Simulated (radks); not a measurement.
Results of a calculation; reference values are marked as such.
Problem. The mean radii <r> (bohr) of the occupied orbitals of an atom or ion are listed with their occupations. Level of theory: non-relativistic Kohn-Sham, PBE, spin-polarised, spherical densities, point nucleus (a radial shooting solver on a logarithmic mesh with Libxc functionals).

| orbital | occ. | <r> |
|---|---|---|
| 1s up | 1 | 0.06134 |
| 1s down | 1 | 0.06125 |
| 2s up | 1 | 0.2616 |
| 2s down | 1 | 0.2631 |
| 2p up | 2 | 0.2246 |

Name the element and its charge. Open shells, if any, are filled with parallel spins first.

Solution. Z = 25, manganese, charge +19: Mn19+ in [He] 2s2 2p2. The 1s radius gives Z: for a bare nucleus <r> = 1.5/Z, 0.06 bohr for Z = 25, and screening makes it slightly larger (0.06134 here). The occupations add up to 6, and the charge is Z minus that.
